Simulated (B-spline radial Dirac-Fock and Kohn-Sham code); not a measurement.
Two-hole binding energies of Fe⁺

System: the Fe⁺ ion in the configuration [Ar] 3d6 4s1, inside a Watson sphere of charge -1 and radius 1.6 Å (a model of the Madelung potential; inside it an electron's potential energy is raised by 9.0 eV).

Model: Dirac-Fock energy differences between relaxed states, corrected for Breit and QED terms. Program: an atomic code on a B-spline grid. U is the two-hole binding energy less the two single-hole energies, the effective repulsion of the holes after relaxation. Each two-hole energy is an average over J within one jj subconfiguration.

```tsv
holes	E(a) (eV)	E(b) (eV)	E(ab) (eV)	U (eV)
1s⁻¹ 2p1/2⁻¹	7125.3	735.6	7952.9	92.0
1s⁻¹ 3p1/2⁻¹	7125.3	71.65	7222.1	25.2
1s⁻¹ 3p3/2⁻¹	7125.3	70.14	7220.2	24.8
2s⁻²	863.0	863.0	1782.0	56.1
2s⁻¹ 2p3/2⁻¹	863.0	723.4	1636.5	50.1
2p1/2⁻¹ 2p3/2⁻¹	735.6	723.4	1520.4	61.5
2p3/2⁻²	723.4	723.4	1509.4	62.7
2s⁻¹ 3p1/2⁻¹	863.0	71.65	957.1	22.5
2s⁻¹ 3p3/2⁻¹	863.0	70.14	955.5	22.3
2p1/2⁻¹ 3p3/2⁻¹	735.6	70.14	828.6	22.9
2p3/2⁻¹ 3p1/2⁻¹	723.4	71.65	818.1	23.1
3p1/2⁻²	71.65	71.65	?	?
3p1/2⁻¹ 3p3/2⁻¹	71.65	70.14	160.8	19.0
3p3/2⁻²	70.14	70.14	159.7	19.4
```

Q: Give the missing two-hole energy and U.

A: E(ab) = 163.8 eV and U = 20.5 eV.

Values without a named source are computed, but for edge energies of neutral atoms, which are taken from tables.
